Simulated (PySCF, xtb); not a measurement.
C₃H₉FOSi, SMILES CO[Si@@H](C)CF.

xtb with GFN2-xTB at its own geometry gives an orbital gap of 6.32 eV and a dipole moment of 3.17 D.

Geometry optimised at r2SCAN-D4/def2-SVP. The structure was generated by enumeration; whether it is a known compound was not checked. One conformer was computed; it need not be the lowest.

What does PBE0/def2-TZVP run with PySCF give? (The exact figures need the calculation; the answer reports its results.)

gap 8.43 eV (levels -7.82 and 0.61 eV), dipole 2.08 D.
